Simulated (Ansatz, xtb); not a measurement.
C5H8N2S: which of two isomers lies lower

We compare I, `CCc1nsc(C)n1`, a singlet, with II, `CCc1nc(C)ns1`, a singlet. Both are isolated molecules in the gas phase, relaxed with PBE0-D3(BJ)/def2-SVP; the shapes shown needn't be the lowest conformers.

I (Å):

```xyz
16

C     0.9694   -2.0609   -3.2825
C     0.1918   -0.7541   -3.3819
C    -0.3634   -0.3154   -2.0651
C    -0.2018    0.2593    0.0414
C     0.3838    0.5662    1.3743
N    -1.6493   -0.1269   -1.8940
N     0.4798   -0.1106   -1.0041
S    -1.8956    0.3458   -0.3213
H     1.7843   -1.9694   -2.5495
H     1.4066   -2.3323   -4.2546
H     0.3164   -2.8868   -2.9612
H     0.8573    0.0448   -3.7509
H    -0.6448   -0.8363   -4.0895
H     0.0278   -0.1435    2.1368
H     1.4762    0.4923    1.3044
H     0.1124    1.5788    1.7083
```

II (Å):

```tsv
atom	x (Å)	y (Å)	z (Å)
C	2.1395	-1.7486	-1.6858
C	1.7327	-0.9456	-0.4623
C	0.2804	-1.0142	-0.1239
C	-1.6190	-0.6750	0.9053
C	-2.4811	-0.0864	1.9683
N	-0.2785	-0.4016	0.8804
N	-2.1206	-1.4601	-0.0193
S	-0.8882	-1.9265	-1.0246
H	3.2177	-1.6528	-1.8757
H	1.6107	-1.4027	-2.5880
H	1.9186	-2.8199	-1.5553
H	2.2909	-1.2766	0.4297
H	1.9877	0.1203	-0.5876
H	-2.4245	1.0121	1.9368
H	-3.5211	-0.4045	1.8321
H	-2.1269	-0.4018	2.9613
```

Task: Which of the two would you expect CCSD(T)/def2-SVP + ΔMP2/def2-TZVPP electronic energies to favour?

Result: Too close to call at this level: CCSD(T)/def2-SVP + ΔMP2/def2-TZVPP gives E(II) − E(I) = −1.14 kJ/mol.

Level by level:

| level | geometry | E(II) − E(I) (kJ/mol) | departure from the last row (kJ/mol) | job, with rough time for the two |
| --- | --- | --- | --- | --- |
| GFN2-xTB | GFN2-xTB | −1.81 | −0.66 | optimisation, 0.45 s |
| HF/STO-3G | GFN2-xTB | +2.53 | +3.67 | single point, 0.52 s |
| r2SCAN-D4/def2-SVP | GFN2-xTB | −0.45 | +0.69 | single point, 5.2 s |
| PBE0-D3(BJ)/def2-SVP | PBE0-D3(BJ)/def2-SVP | −1.64 | −0.49 | optimisation, 2 min |
| HF/def2-SVP | PBE0-D3(BJ)/def2-SVP | +1.62 | +2.76 | part of the CCSD(T) run |
| MP2/def2-SVP | PBE0-D3(BJ)/def2-SVP | +0.94 | +2.08 | part of the CCSD(T) run |
| CCSD(T)/def2-SVP | PBE0-D3(BJ)/def2-SVP | +1.12 | +2.26 | single point |
| CCSD(T)/def2-SVP + ΔMP2/def2-TZVPP | PBE0-D3(BJ)/def2-SVP | −1.14 |  | single point, 2.5 min |

As drawn, both hold the same kinds of bond in the same numbers.

The largest departure from CCSD(T)/def2-SVP + ΔMP2/def2-TZVPP is that of HF/STO-3G, 3.67 kJ/mol. The last row adds to CCSD(T) the change of the MP2 difference between the two basis sets, here −2.26 kJ/mol.

With thermal terms from frequencies at re-optimised GFN2-xTB minima (ideal gas, soft modes damped towards free rotors, one conformer each, 298.15 K, 1 atm): the zero-point term adds −0.39 kJ/mol; ΔH is −1.62 and ΔG −1.59 kJ/mol.

The correlated steps freeze 12 core orbitals. Codes used: Ansatz 0.2.0, xtb 6.7.1; the last row on 4 threads of Arm Neoverse V1 on a shared host.
